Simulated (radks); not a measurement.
Q: Species: Os7+. Configuration: [Xe] 4f14 5d1. Method: Dirac Kohn-Sham, exchange-only PBE, spin-unpolarised, spherical densities, finite nucleus; open shells fill j = l - 1/2 first; Fermi nuclear charge, rms radius 5.4126 fm; computed with a radial shooting solver on a logarithmic mesh with Libxc functionals. Some entries of the table are withheld. Estimate them.

orbital  occ.  eigenvalue (eV)  <1/r> (bohr^-1)
1s1/2       2        -73835.04            90.41
2s1/2       2        -12931.81            22.09
2p1/2       2        -12388.34            22.06
2p3/2       4        -10857.08            18.31
3s1/2       2        -3083.516            8.111
3p1/2       2        -2839.783              (1)
3p3/2       4        -2505.812              (2)
3d3/2       4        -2096.588            6.952
3d5/2       6        -2024.219            6.725
4s1/2       2        -726.8065            3.418
4p1/2       2        -624.4011              (3)
4p3/2       4        -545.9114              (4)
4d3/2       4        -377.6359            2.761
4d5/2       6        -363.0870            2.682
5s1/2       2        -185.3306            1.380
5p1/2       2        -152.6045              (5)
4f5/2       6        -149.8310            2.270
4f7/2       8        -146.9961            2.238
5p3/2       4        -139.0415              (6)
5d3/2       1         -92.4815           0.9369
5d5/2       0         -90.6840           0.9159

A: 
(1) 3p1/2 <1/r> (bohr^-1): 8.028
(2) 3p3/2 <1/r> (bohr^-1): 7.056
(3) 4p1/2 <1/r> (bohr^-1): 3.309
(4) 4p3/2 <1/r> (bohr^-1): 2.971
(5) 5p1/2 <1/r> (bohr^-1): 1.268
(6) 5p3/2 <1/r> (bohr^-1): 1.159
